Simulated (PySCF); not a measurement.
C4H10BN, SMILES C=CB(C)NC.

Geometry optimised at B3LYP-D3(BJ)/def2-SVP. The structure was generated by enumeration, and PubChem lists no compound with its InChIKey, so it may never have been made. One conformer was computed; it need not be the lowest.

Two levels are set side by side: PBE/def2-TZVP (PySCF) and HF/def2-TZVP (PySCF). Same geometry, gas phase. Differences are taken from unrounded values.

```
quantity                       PBE
---------------------------  -----
orbital gap (eV)              4.69
highest occupied level (eV)  -5.99
lowest empty level (eV)      -1.30
dipole moment (D)             1.44
mean polarisability (bohr³)   74.8
```

### Question
These are the PBE values. What does HF give? (An estimate is asked for; the answer gives what the named calculation found.)

### Answer

| quantity | HF | PBE minus HF |
|---|---|---|
| orbital gap (eV) | 12.96 | -8.27 |
| highest occupied level (eV) | -9.74 | 3.75 |
| lowest empty level (eV) | 3.22 | -4.52 |
| dipole moment (D) | 1.19 | 0.25 |
| mean polarisability (bohr³) | 68.1 | 6.7 |

PBE's occupied levels lie high since its potential decays too fast outside the molecule; exact exchange lowers them and widens the gap. PBE's more diffuse valence density responds more strongly to a field. Differences between two approximate levels are no errors against the true value.

Rough cost on one machine, each run with all the roots and properties that it gave: HF against PBE about 1/3.
